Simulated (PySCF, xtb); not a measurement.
Si(F)(SiH3) (FH3Si2), SMILES F[Si][SiH3] (connectivity only; charge and spin as stated), neutral, multiplicity 1.

Geometry: B3LYP-D3(BJ)/def2-TZVP.

The numbers are results of PySCF with IEF-PCM-PBE0/def2-SVP, not measurements.

The values are the electrostatic part of the solvation free energy, E(continuum) − E(gas) at the gas-phase geometry, in a cavity of scaled van der Waals radii (PySCF's table); cavitation and dispersion terms are not included. In vacuum the orbital gap is 3.45 eV. The dipole moment in vacuum is 0.77 D.

Q: Estimate the values in water (ε = 78.36), acetonitrile (ε = 35.69), N,N-dimethylformamide (ε = 37.22). (An estimate is asked for; the answer gives what the named calculation found.)

A: 
```json
[
 {"solvent": "water", "ε": "78.36", "ΔG(elec) (kcal/mol)": "-2.1", "dipole (D)": "0.98", "gap (eV)": "3.60"},
 {"solvent": "acetonitrile", "ε": "35.69", "ΔG(elec) (kcal/mol)": "-2.1", "dipole (D)": "0.98", "gap (eV)": "3.60"},
 {"solvent": "N,N-dimethylformamide", "ε": "37.22", "ΔG(elec) (kcal/mol)": "-2.1", "dipole (D)": "0.98", "gap (eV)": "3.60"}
]
```

For comparison, GFN2-xTB/ALPB(water) (xtb, at the GFN2-xTB geometry, all terms of that model) gives 0.2 kcal/mol.
